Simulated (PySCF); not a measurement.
# How methods differ on the ionisation energy of Cu

Cu [Ar] 3d10 4s1 (2S) → Cu+ [Ar] 3d10 (1S), as a difference of total energies. Computed with PySCF 2.14 in x2c-TZVPall (6s5p4d1f, 48 functions), with the spin-free X2C one-electron Hamiltonian (Gaussian nucleus). Correlated levels: valence: [Ar] frozen. The calculations carry no spin-orbit coupling.

| method | ionisation energy (eV) | error (eV) |
| --- | --- | --- |
| UHF | 6.598 | -1.128 |
| M06-2X | 7.813 | +0.087 |
| LDA | 8.646 | +0.920 |
| MP2 (valence) | 7.390 | -0.336 |
| SCS-MP2 (valence) | 7.262 | -0.464 |
| CCSD (valence) | 7.274 | -0.452 |
| CCSD(T) (valence) | 7.388 | -0.338 |

Reference: 7.726 eV (measured; NIST Atomic Spectra Database, ionization energies).

Errors of the correlated levels include the incompleteness of this basis and the frozen core.
